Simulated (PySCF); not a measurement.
**Electron correlation in Ti (titanium, neutral)**

[Ar] 3d3 4s1, high-spin 5F determinant (an excited configuration). Calculation: PySCF 2.14, in def2-TZVPPD (6s6p4d2f1g, 67 functions); the non-relativistic Hamiltonian (point nucleus). Frozen: [Ne]; 12 electrons correlated.

MP2 pair energies summed by pair of shells (mhartree):

```csv
pair,energy,share (%)
3p-3p,-105.94,36.4
3p-3d,-94.41,32.4
3s-3p,-29.93,10.3
3d-3d,-21.81,7.5
3s-3d,-14.16,4.9
3p-4s,-9.73,3.3
3d-4s,-9.10,3.1
3s-3s,-5.58,1.9
3s-4s,-0.59,0.2
```

Total MP2 correlation energy: -291.26 mhartree.

Same-spin part -103.29 and opposite-spin part -187.96 mhartree; SCS-MP2 scales them by 1/3 and 6/5 to -259.99 mhartree.

This basis was not built for core-valence correlation, so the inner-shell part is incomplete.
